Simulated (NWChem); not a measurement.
# C₃H₄O₂Si; SMILES C#C[SiH]1OCO1

```xyz
10

C      0.4594    -2.8680     0.0000
C      0.0418    -1.7247     0.0000
Si    -0.6171    -0.0266     0.0000
O      0.0904     1.0365     1.1024
C      0.5926     1.7817     0.0000
O      0.0904     1.0365    -1.1024
H      0.8344    -3.8770     0.0000
H     -2.0977    -0.0840     0.0000
H      0.1955     2.8132     0.0000
H      1.6978     1.8018     0.0000
```
Atoms are numbered in this order, from 1.

Program: NWChem. Pople sets run with spherical d functions. Geometry: optimised at PBE0/def2-SVP. Total energies compare along this basis series because the functional is fixed.

```
level           basis functions  energy (Ha)  highest occupied level (eV)  orbital gap (eV)  dipole (D)
--------------  ---------------  -----------  ---------------------------  ----------------  ----------
B3LYP/STO-3G                 38    -549.7280                        -4.10              7.03        0.92
B3LYP/3-21G                  66    -553.6325                        -7.36              6.27        1.61
B3LYP/6-31G*                 96    -556.6339                        -7.60              6.42        1.50
B3LYP/6-31+G*               120    -556.6492                          [?]              6.31        1.46
B3LYP/6-311G**              140    -556.7391                        -7.78              6.34        1.46
```

Q: Fill in the missing entries.

A: 
- B3LYP/6-31+G*, highest occupied level (eV): -7.90
